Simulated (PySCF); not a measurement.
Compound: TiBr4 (singlet state).
SMILES: `[Br][Ti]([Br])([Br])[Br]`

Method used: TDDFT PBE0/def2-SVPD, vertical, gas phase, core orbitals frozen in the response in PySCF. Isolated species at its PBE0-D3(BJ)/def2-SVP geometry, gas phase. Relativistic effects, spin–orbit coupling among them, are left out although an element past zinc is present.

Question: Predict the UV-vis stick spectrum at this level.

Answer: 

| state | E (eV) | λ (nm) | ν̃ (cm⁻¹) | f | main configurations (H = HOMO, L = LUMO) |
| --- | --- | --- | --- | --- | --- |
| S1 | 3.50 | 354.2 | 28230 | 0.0000 | H-1/H→L/L+1 (≥87%) |
| S2 | 3.51 | 353.4 | 28300 | 0.0000 | H-1/H→L/L+1 (≥86%) |
| S3 | 3.52 | 351.9 | 28410 | 0.0000 | H-2→L/L+1 (≥88%) |
| S4 | 3.71 | 334.5 | 29900 | 0.018 | H-1/H→L/L+1 (≥73%), H-2→L/L+1 (≥8%) |
| S5 | 3.71 | 334.3 | 29910 | 0.019 | H-1/H→L/L+1 (≥77%) |
| S6 | 3.71 | 333.8 | 29960 | 0.019 | H-2→L/L+1 (≥64%), H-1/H→L/L+1 (≥10%) |
| S7 | 4.10 | 302.1 | 33100 | 0.0000 | H-2→L+2 (33%), H-1/H→L+2 (≥23%), H-1/H→L+3 (≥11%) |
| S8 | 4.14 | 299.4 | 33400 | 0.0004 | H-1/H→L+2 (≥32%), H-2→L+3 (24%), H-2→L+2 (10%) |
| S9 | 4.14 | 299.2 | 33420 | 0.0005 | H-1/H→L+2 (≥58%), H-2→L+4 (14%) |

Triplets, Tamm–Dancoff:

```
state  E (eV)  λ (nm)  main configurations (H = HOMO, L = LUMO)
   T1    3.32   373.4                        H-1/H→L/L+1 (≥80%)
   T2    3.32   373.2                        H-1/H→L/L+1 (≥73%)
   T3    3.34   371.6      H-2→L/L+1 (≥64%), H-1/H→L/L+1 (≥24%)
   T4    3.41   363.4                        H-1/H→L/L+1 (≥82%)
```

The lowest singlet level (S1/S2) comes at 354 nm (338 kJ/mol) in the ultraviolet; it is dark (f under 0.0005). The strongest level in the table is S4/S5/S6 at 3.71 eV (334 nm, f = 0.056 summed). S1/S2, S4/S5/S6 and S8/S9 lie within about 0.01 eV of each other in each set. For S1 the Löwdin share of titanium is at most 1% in HOMO and 76% in LUMO (ligand-to-metal charge transfer by this measure); for S4 the Löwdin share of titanium is at most 1% in HOMO and 76% in LUMO+1 (ligand-to-metal charge transfer by this measure). Of the 9 states listed, 3 reach f = 0.01 and 5 stay under 0.0005. Weighted by f, the mean energy of these states is 3.72 eV. The oscillator strengths of these states sum to 0.057; summed over the whole spectrum of an exact calculation they would give the number of electrons, 162 (Thomas–Reiche–Kuhn). No computed singlet lies in the visible range (380 to 750 nm); the lowest, at 354 nm, stands 0.24 eV above its violet end (3.26 eV). The vertical ionisation energy (ΔSCF) is 10.51 eV, 6.37 eV above S9. Orbitals of the list HOMO-3 to LUMO+2 that lie within 0.01 eV of each other are written together with a slash and their weights summed (≥ marks a lower bound); for degenerate orbitals outside that list single weights are arbitrary. Only the lowest 10 singlets were computed, as vertical energies without vibronic structure. The highest level found (4.16 eV, f 0.0001 so far) is left out, since the window may have cut off a degenerate partner.
